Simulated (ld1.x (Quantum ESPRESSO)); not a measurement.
u(r) = r·R(r): atom against pseudo-atom (Al)

Columns: radius, all-electron u(r) and pseudo u(r) of the 3s shell (level -8.67 eV) of aluminium in the configuration [Ne] 3s1 3p2; LDA (PZ), scalar-relativistic, PAW scheme, ld1.x (Quantum ESPRESSO) 7.5.

```csv
r (bohr),all-electron,pseudo
0.118,0.0937,0.0628
0.235,-0.1516,0.1245
0.353,-0.2918,0.1857
0.470,-0.3012,0.2449
0.588,-0.2256,0.3026
0.705,-0.1080,0.3573
0.822,0.0244,0.4090
0.940,0.1563,0.4578
1.058,0.2769,0.5027
1.175,0.3810,0.5430
1.292,0.4681,0.5789
1.410,0.5390,0.6101
1.528,0.5937,0.6362
1.645,0.6336,0.6567
1.763,0.6610,0.6718
1.880,0.6770,0.6811
1.998,0.6837,0.6846
2.115,0.6823,0.6824
2.232,0.6743,0.6743
2.350,0.6609,0.6609
2.468,0.6432,0.6432
2.585,0.6223,0.6223
2.702,0.5990,0.5990
2.820,0.5738,0.5738
2.938,0.5473,0.5473
3.055,0.5205,0.5205
```

How many radial nodes do the two functions have?

The all-electron 3s function has n − l − 1 = 2; the pseudo-wave has 0, since the states of the same l below it are removed with the core.

At about which radius was the pseudo-wave matched?

2.20 bohr, where the columns begin to agree (steps of 0.12 bohr).

Where does each function peak?

Outermost all-electron maximum near 2.00 bohr, pseudo maximum near 2.00 bohr (to the table’s step).

Is the pseudo-wave norm-conserving?

No, it belongs to a PAW set: the norm inside the radius is not constrained, and the difference is carried by the augmentation charge.
